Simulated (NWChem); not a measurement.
System: CH6O2SSi; SMILES C[Si](O)(O)S

```xyz
11

C      1.6185     1.0943     0.4109
Si    -0.0674     0.4120    -0.0052
O     -0.4969     1.1305    -1.4310
O     -1.2578     0.7535     1.1035
S     -0.0493    -1.7586    -0.1088
H      1.5648     2.1865     0.4821
H      1.9898     0.7029     1.3635
H      2.3472     0.8450    -0.3685
H     -1.3766     0.9043    -1.7671
H     -1.2908     0.1969     1.8943
H      1.1083    -1.8716    -0.7956
```
Atoms are numbered in this order, from 1.

Coordinates come from a B3LYP/6-31G* (spherical d) optimisation. B3LYP is NWChem's, with the RPA form of VWN correlation.

**Question.** Give the principal values of the shielding tensors (ppm) of C1, Si2, O3, O4, S5 from B3LYP/6-311G** (spherical d), GIAO (NWChem), with their diamagnetic and paramagnetic parts as GIAO splits them.

**Answer.** 
```tsv
atom	σ11	σ22	σ33	isotropic	diamagnetic	paramagnetic
C1	172.7	174.5	194.7	180.6	253.2	-72.6
Si2	316.6	321.9	377.4	338.6	879.9	-541.2
O3	223.1	242.3	300.0	255.1	391.1	-136.0
O4	235.2	257.9	292.5	261.9	390.8	-128.9
S5	577.3	594.3	785.9	652.5	1057.4	-405.0
```
